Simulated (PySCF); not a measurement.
Stepwise substitution at one centre (Al CH3-SiH3). Isolated molecules, 0 K electronic values unless said otherwise. Strings in code marks are SMILES.

Level of theory: PBE-D3(BJ)/def2-TZVP // r2SCAN-D4/def2-TZVP run with PySCF. All candidates: neutral, multiplicity 1. Excitations are Tamm–Dancoff values on a coarser integration grid. The basis has no diffuse functions, so Rydberg states are missing or too high.

| Quantity | Result |
|---|---|
| HOMO | -6.31 eV |
| HOMO–LUMO gap | 2.94 eV |
| S1 excitation (TDA) | 3.12 eV |

Task: Which member has these values?
A) `[CH3][Al]([CH3])[SiH3]`
B) `[SiH3][Al]([SiH3])[SiH3]`
C) `[CH3][Al]([SiH3])[SiH3]`
D) `[CH3][Al]([CH3])[CH3]`

Result: B, `[SiH3][Al]([SiH3])[SiH3]`. The others give `[CH3][Al]([CH3])[CH3]`: -6.27 eV, 5.14 eV, 5.21 eV; `[CH3][Al]([CH3])[SiH3]`: -6.05 eV, 3.94 eV, 4.22 eV; `[CH3][Al]([SiH3])[SiH3]`: -6.08 eV, 3.24 eV, 3.48 eV
